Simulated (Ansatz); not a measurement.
A structure relaxed at PBE-D4/def2-SVP in Ansatz, charge 0, singlet:

```xyz
18

Sn    0.951    0.299    0.044
Sn    0.070    2.803    2.901
Sn   -1.921   -2.721   -1.735
Sn   -3.050    0.925    0.612
Sn   -0.385   -1.178    2.526
Sn   -1.311    2.200   -3.110
S     0.052    0.215   -3.903
S    -1.012    2.789    0.265
S     1.926   -2.642    1.279
S     2.202   -2.793   -0.728
S    -0.982   -0.224   -2.079
S    -2.246   -1.581    0.567
S    -1.988    1.044    2.959
S     0.502    2.691   -1.232
S     2.635   -0.876   -1.537
S     1.740    0.778    3.308
S     0.443   -3.647   -1.745
S     2.373    1.917    1.610
```

Q: Give its formula.

A: Sn6S12.

Q: Summarise the bond lengths by kind (pairs closer than 1.2 times the sum of covalent radii, bridged metal pairs left out).

A: 19 × S–Sn 2.54 to 2.92 Å; 6 × S–S 2.03 to 2.20 Å; 1 × Sn–Sn 3.18 Å.

In the def2 sets Sn takes a core potential; there is no spin–orbit coupling. Another isomer (singlet) lies 2.73 eV lower at PBE0-D4/def2-TZVP; other spin states weren't run for this one.
